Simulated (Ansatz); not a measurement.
This Ansatz (an electronic-structure program) input (wB97M-V/cc-pV(5+d)Z) gives -341.25147 Eh with 100 basis functions. A basis named .json is the Basis Set Exchange file of that set (core-valence sets with the plain set on hydrogen).

Ansatz 0.2 input:
```yaml
crystal:
  periodic: [false, false, false]
  atoms:
    - {symbol: P, position_ang: [0.00000000, 0.00000000, 0.00000000]}
basis:
  gaussian:
    orbitals: cc-pV_5+d_Z.json
hamiltonian:
  xc: {name: wB97M-V}
magnetization: {spin_polarized: true, initial_magnetization: 3}
scf: {lower_state_search: full}
```

Change:
```diff
- orbitals: cc-pV_5+d_Z.json
+ orbitals: pcseg-2
```

**Question.** What does the run give now?

**Answer.** -341.24532 Eh (wB97M-V/pcseg-2, 34 functions), a change of +6.15 mEh.
